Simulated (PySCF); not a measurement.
# Worked example: oscillator strength and radiative lifetime

C2H8InNO, SMILES C[CH2][In]([NH2])[OH].

Geometry: B3LYP-D3(BJ)/def2-SVP. The def2 effective core potentials stand for the cores of In; spin–orbit coupling is left out. One conformer was computed; it need not be the lowest.

TDDFT-PBE0/def2-SVPD (PySCF) puts the first singlet state with f over 0.02 at 4.91 eV (vertical), with the transition dipole (0.368, 0.226, -0.455) in atomic units.

Find the oscillator strength, the wavelength and the radiative lifetime that this transition would have in vacuum if emission retraced absorption.


|μ|² = 0.3935 au, so |μ| = 1.59 D. ΔE = 4.91/27.211 = 0.1804 hartree. f = (2/3) ΔE |μ|² = 0.047 (the program prints 0.047).
λ = 1239.84/4.91 = 253 nm; ν = 39602 cm⁻¹.
Einstein's coefficient A = 0.6670 ν² f s⁻¹ (ν in cm⁻¹) = 5.0e7 s⁻¹, so τ = 1/A = 20 ns. This state is S1. The figure is the radiative limit of this one transition; relaxation, internal conversion, crossing to triplets and a medium change what is measured.
